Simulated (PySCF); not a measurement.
A GIAO shielding run with PySCF (density fitting, non-relativistic, gas phase) on `CC[Si@@H](N)O[SiH3]`, C₂H₁₁NOSi₂:

```
$ OMP_NUM_THREADS=1 python probes_run.py task.json out

{"job": {"kind": "nmr", "xc": "PBE0", "basis": "pcSseg-1"}, "charge": 0, "multiplicity": 1}
C     -1.764939    -1.294838    -0.208697
C     -1.509885     0.126836     0.278577
Si    -0.012002     0.931090    -0.566015
N      0.346192     2.376285     0.302024
O      1.308144    -0.007321    -0.446405
Si     2.332493    -1.025714     0.275953
H     -2.597892    -1.750817     0.325773
H     -1.998526    -1.300125    -1.271432
H     -0.880427    -1.909684    -0.054768
H     -1.352675     0.107894     1.358469
H     -2.404890     0.726373     0.107391
H     -0.176671     1.043479    -2.019912
H     -0.373326     3.069383     0.419808
H      1.230691     2.824321     0.125767
H      2.000695    -1.158373     1.695072
H      2.186742    -2.306036    -0.418277
H      3.659278    -0.440723     0.086761
```

Hardware: 1 thread of an Arm Neoverse V2, shared host. The job also computes population analyses, field gradients.

**Question.** How large is the calculation?

**Answer.** 66 electrons, 171 basis functions and 931 auxiliary functions.

**Question.** How long does it take, and how much memory does it need?

**Answer.** 27 s of wall time, with 13 SCF cycles and 4 response iterations; peak memory 0.78 GiB. Times on a shared host scatter by some tens of per cent.
